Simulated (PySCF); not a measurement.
TeFI, SMILES F[Te]I.

Coordinates come from a B3LYP-D3(BJ)/def2-TZVP optimisation. The def2 effective core potentials stand for the cores of I, Te; spin–orbit coupling is left out.

Calculation: PySCF with B3LYP-D3(BJ)/def2-TZVP.

Frequencies are harmonic and unscaled.

**Question.** Estimate the vibrational spectrum. (Estimate from the structure and the level; the computed values follow.)

**Answer.** 
| mode | ν (cm⁻¹) | IR (km/mol) | moving atoms (share of kinetic energy) |
|---|---|---|---|
| 1 | 132 | 2.5 | F 79 %, I 15 % |
| 2 | 210 | 10.7 | Te 53 %, I 45 % |
| 3 | 594 | 80.9 | F 87 %, Te 13 % |
